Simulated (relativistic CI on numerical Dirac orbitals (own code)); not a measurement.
Hyperfine structure of Ir XXI, mass number 193

Method of calculation: Dirac-Coulomb-Breit CI, separate exchange-only KLI orbitals for each configuration, model QED (radiative potential, 1s self-energy scaled to tabulated hydrogen-like ionisation energies), unscaled Slater integrals (own radial code, finite nucleus).

CI space (outside the closed core [Ar] 3d10): 4s2 4p6 4d10 4f11, 4s2 4p6 4d10 4f10 5s, 4s2 4p6 4d10 4f9 5s2, 4s2 4p6 4d10 4f10 5p, 4s2 4p6 4d9 4f12, 4s2 4p6 4d10 4f10 5d, 4s2 4p6 4d8 4f13, 4s2 4p6 4d10 4f10 6s, 4s2 4p5 4d10 4f12, 4s2 4p4 4d10 4f13, 4p6 4d10 4f13, 4s 4p6 4d9 4f13, 4s 4p6 4d10 4f11 5s, 4s 4p6 4d10 4f11 6s. Levels of other configurations are missing.

Nuclear spin I = 3/2, μ = 0.163 μN, Q = 0.751 b (tables of Stone and Pyykkö). The electronic factors are computed for point nuclear moments, without core polarisation or the Bohr-Weisskopf and QED corrections.

```tsv
Level	E (cm⁻¹)	A (MHz)	B (MHz)
4s2 4p6 4d10 4f11 4I°_15/2	0.0	238.8	-1530
4s2 4p6 4d10 4f11 4I°_13/2	22388.6	275.4	-1270
4s2 4p6 4d10 4f11 4F°_7/2	51393.2	244	1530
4s2 4p6 4d10 4f11 4F°_5/2	52870.0	244.2	-170
4s2 4p6 4d10 4f11 2K°_15/2	62700.0	281.5	-4010
```

Levels with J = 0, under 50 % of one LS term, or S terms without an open s electron are left out. Small factors come from cancelling terms and can be off by tens of per cent or more.

At this charge transitions that keep the count of f electrons are usually good to a few per cent. Terms inside the open d or f shell come out 10 to 20 % too wide with unscaled integrals. Levels that differ in their count of f electrons can be misplaced by several ten thousand cm⁻¹, since the correlation energy of f electrons is missing or only estimated; rates across such gaps can be off by orders of magnitude.

(1) Give the hyperfine levels of 4s2 4p6 4d10 4f11 4I°_15/2 relative to its centre of gravity.

Answers

(1) With K = F(F + 1) − I(I + 1) − J(J + 1), E = AK/2 + B[¾K(K + 1) − I(I + 1)J(J + 1)]/[2I(2I − 1)J(2J − 1)]: F = 6: -3602, F = 7: -1012, F = 8: 1073, F = 9: 2303 MHz.

LS names give the leading component of a level, which can be under half, so a name can repeat, a term be missing and a line seem to break the LS rules.
